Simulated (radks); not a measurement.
Species: the indium ion In45+. Configuration: [He] 2s2.

Calculated with a radial shooting solver on a logarithmic mesh with Libxc functionals: scalar-relativistic Kohn-Sham, BLYP, spin-unpolarised, spherical densities, point nucleus.

Energy parts (hartree):
part                       energy
total                 -3028.98311
kinetic                3230.42196
electron-nucleus      -6338.20968
Hartree                 120.66607
exchange-correlation    -41.86147

Orbitals (lengths in bohr, moments of r in powers of bohr; <r^-3> diverges for s and p1/2; r(max) is where P^2 peaks):
[
 {"orbital": "1s", "occ.": "2", "eigenvalue (hartree)": "-1177.387", "<r^-3>": "-", "r(max)": "0.01918", "<r>": "0.02957"},
 {"orbital": "2s", "occ.": "2", "eigenvalue (hartree)": "-282.4487", "<r^-3>": "-", "r(max)": "0.1045", "<r>": "0.1209"},
 {"orbital": "2p", "occ.": "0", "eigenvalue (hartree)": "-271.6683", "<r^-3>": "5108", "r(max)": "0.08249", "<r>": "0.1039"},
 {"orbital": "3s", "occ.": "0", "eigenvalue (hartree)": "-122.5758", "<r^-3>": "-", "r(max)": "0.2703", "<r>": "0.2830"}
]

The highest occupied level is 2s at -7685.8 eV. The density falls to 0.001 e/bohr^3 at r = 0.42 bohr.
